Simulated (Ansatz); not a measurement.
Consider the formal exchange of groups at a Zn–N bond: `[OH][Zn][N]([SiH3])[SiH3]` + `CCl` → `[OH][Zn][CH2]Cl` + `[SiH3]N[SiH3]`.

Isolated molecules relaxed with PBE0-D4/def2-TZVP in Ansatz; ΔE leaves out vibrations. CCSD(T)/CBS adds triple-zeta CCSD(T) − MP2 to the extrapolated MP2 energy (def2 sets, frozen cores). This one scheme is used for every species. Functionals use def2-TZVPP. For Zn outer-core shells are correlated without core-valence functions, which leaves a few kJ/mol of doubt a bond. Scalar relativity is left out up to krypton. One conformer a species, not always the lowest.

(1) Is it downhill or uphill in electronic energy at CCSD(T)/CBS, and by how much? (Estimate.)

(2) What do these levels give: LDA (SPW92), PBE-D4, BHLYP-D4, ωB97M-V, r2SCAN, r2SCANh, r2SCAN0, HF/def2-SVP, MP2/def2-TZVPP, HF/def2-QZVPP, MP2/def2-QZVPP, MP2/CBS(def2)? (Best estimate.)

(3) What do rigid-rotor, harmonic-oscillator terms from PBE0-D4/def2-TZVP frequencies (298.15 K, 1 bar) make of the CCSD(T)/CBS value? (An estimate is asked.)

Largest T1 diagnostic among the species: 0.016.

Results:

(1) Computed: Uphill: ΔE = +56.7 kJ/mol.

(2) Ansatz gave: LDA (SPW92) 43.6, PBE-D4 46.3, BHLYP-D4 57.2, ωB97M-V 49.6, r2SCAN 52.2, r2SCANh 52.7, r2SCAN0 53.5, HF/def2-SVP 66.2, MP2/def2-TZVPP 61.0, HF/def2-QZVPP 61.8, MP2/def2-QZVPP 60.0, MP2/CBS(def2) 58.1 kJ/mol.

(3) Ansatz gave: ΔZPE = -1.5 kJ/mol, ΔH = +54.8 kJ/mol, ΔS = 25 J/(mol·K), ΔG = +47.3 kJ/mol. Modes under 50 cm⁻¹ make the entropy rough.

Leaving LDA and LC-ωPBE aside and taking each functional with its dispersion term where it has one, the values spread over 10.9 kJ/mol, from PBE-D4 to BHLYP-D4. From PBE to PBE0 (25 % exact exchange), in def2-TZVPP and without D4, ΔE moves by +4.6 kJ/mol.
